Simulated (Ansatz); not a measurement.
Ansatz (a quantum-chemistry and plane-wave program) input (PBE0/def2-TZVPD):

Ansatz 0.2 input:
```yaml
crystal:
  periodic: [false, false, false]
  atoms:
    - {symbol: Mn, position_ang: [-0.00000000, -0.00000000, -1.40628783]}
    - {symbol: Br, position_ang: [0.00000000, 0.00000000, 1.00449130]}
basis:
  gaussian:
    orbitals: def2-TZVPD
hamiltonian:
  xc: {name: PBE0}
total_charge: 1
magnetization: {spin_polarized: true, initial_magnetization: 7}
```

Output:

```
Functional definition: PBE0
integrals: 0.05 GiB planned
794 factors; integrals over basis functions are off by at most 1.2e-3 eV
mean field: 0.67 GiB planned
mean field evaluation 1: about -101297.1392 eV, gradient 1.1e2 eV
mean field evaluation 2: about -100902.3670 eV, gradient 2.6e2 eV
mean field evaluation 4: about -101334.7532 eV, gradient 4.6e1 eV
mean field evaluation 8: about -101343.8046 eV, gradient 2.6e-1 eV
mean field evaluation 16: about -101343.8495 eV, gradient 7.1e-5 eV
mean field -101343.84951638 eV, -3724.3177763985 hartree, gradient 1.6e-5 eV, S^2 15.754057; 1 other end points of the search recorded, 0 dependent functions left out
reference -101343.84955234 eV, -3724.3177777200 hartree; 33, 26 occupied and 72, 79 virtual orbitals, 794 factors
Total energy: -101343.84955234 eV, -3724.3177777200 hartree
```

This state (charge 1, octet) is run at the relaxed geometry of the species with charge 0 and multiplicity 7.
